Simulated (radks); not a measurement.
Species: La III. Configuration: [Xe] 5d1 (the NIST ground configuration). Calculated with a radial shooting solver on a logarithmic mesh with Libxc functionals: scalar-relativistic Kohn-Sham, BLYP, spin-polarised, spherical densities, finite nucleus; open shells are filled with parallel spins first (spin-orbit coupling, left out, can overturn this in heavy ions); Fermi nuclear charge, rms radius 4.855 fm.

Normalised radial functions P(r) = r R(r), r in bohr:

```
   r/bohr * 4d up, o 4d down (the largest magnitude, 1.26, reaches the edge; | marks zero, & curves that meet)
 0.001573                             &
 0.001817                             &
 0.002115                             &
 0.002443                             &
 0.002821                             &
 0.003284                             &
 0.003793                             &
  0.00438                             &
 0.005058                             &
 0.005889                             &
 0.006801                             &
 0.007854                             &
 0.009143                             &
  0.01056                             &
  0.01219                             &
  0.01408                             &
   0.0164                             &
  0.01894                             &
  0.02187                             &
  0.02546                             |&
   0.0294                             |&
  0.03395                             |&
  0.03921                             | &
  0.04565                             |  &
  0.05272                             |   &
  0.06089                             |    &
  0.07088                             |     &
  0.08186                             |       &
  0.09454                             |         &
   0.1092                             |           &
   0.1271                             |             &
   0.1468                             |              &
   0.1695                             |              &
   0.1974                             |             &
   0.2279                             |           &
   0.2632                             |       &
    0.304                             | &
   0.3539                       &     |
   0.4087                &            |
    0.472          &                  |
   0.5495    &                        |
   0.6346  &                          |
   0.7329  &                          |
   0.8464     &                       |
   0.9854         &                   |
    1.138              &              |
    1.314                   &         |
     1.53                       &     |
    1.767                          &  |
    2.041                           & |
    2.357                            &|
    2.744                             &
    3.169                             &
    3.659                             &
     4.26                             &
     4.92                             &
    5.682                             &
    6.562                             &
    7.639                             &
    8.822                             &
```

4d up: eigenvalue -116.35 eV, 1 radial node at r = 0.316 bohr, <r> = 0.768 bohr, 90 % of the charge inside 1.15 bohr. 4d down: eigenvalue -116.31 eV, 1 radial node at r = 0.316 bohr, <r> = 0.768 bohr, 90 % of the charge inside 1.15 bohr.
